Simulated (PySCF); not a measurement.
O2P2, SMILES o1p2op21.

The structure is a stationary point at B3LYP-D3(BJ)/def2-SVP.

Calculation: TDDFT-CAM-B3LYP/def2-SVPD in PySCF.

Vertical excitations. Gas-phase values at a fixed geometry. State labels are in the subgroup D2h.

Computed excitation energies, oscillator strengths and character:
```tsv
state	symmetry	energy (eV)	λ (nm)	f	main pairs
S1	Au	2.28	544	0.000	HOMO→LUMO+1 100 %
S2	B1u	2.97	417	0.180	HOMO→LUMO 104 %
S3	B1g	4.66	266	0.000	HOMO→LUMO+2 98 %
S4	B2g	5.17	240	0.000	HOMO→LUMO+3 63 %, HOMO−1→LUMO 32 %
S5	B2g	5.49	226	0.000	HOMO−1→LUMO 66 %, HOMO→LUMO+3 34 %
S6	B1g	5.76	215	0.000	HOMO−2→LUMO 99 %
S7	B3u	5.82	213	0.006	HOMO→LUMO+4 95 %
S8	B3g	6.31	197	0.000	HOMO−1→LUMO+1 99 %
S9	B2g	6.33	196	0.000	HOMO→LUMO+5 95 %
S10	B2u	6.81	182	0.004	HOMO−3→LUMO 92 %
T1	B1u	0.45	2753	0	HOMO→LUMO 99 %
T2	Au	1.78	698	0	HOMO→LUMO+1 98 %
T3	B1g	4.28	290	0	HOMO→LUMO+2 96 %
T4	B2g	4.45	279	0	HOMO−1→LUMO 84 %, HOMO→LUMO+3 13 %
```
Triplets are in the Tamm–Dancoff approximation, which puts them higher than full response would, so one can lie above its singlet here.
